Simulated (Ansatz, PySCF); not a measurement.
Noncovalent pair: CH4O (SMILES CO) (first 6 atoms) with HBr (SMILES Br); geometry from B3LYP-D3(BJ)/def2-TZVP, rigid monomers moved along the line of their centres of mass till O2···H8 is 3.19 Å.
(charge 0, multiplicity 1):
```xyz
8

C     -0.157     0.489     0.212
O     -0.178    -0.763     0.905
H     -0.039     0.338    -0.863
H      0.704     1.037     0.589
H     -1.060     1.072     0.407
H     -0.936    -1.279     0.608
Br    -0.685     0.046     5.438
H     -0.478    -0.376     4.058
```

Counterpoise-corrected where a basis set is named; no monomer relaxation.

Programs: Ansatz (Gaussian orbitals); PySCF for the dispersion terms. Each number belongs to the level named beside it.

Problem. Give the interaction energy at the level r2SCAN-D4/def2-TZVPPD.

Solution. -1.8 kcal/mol

Ansatz is an electronic-structure program.
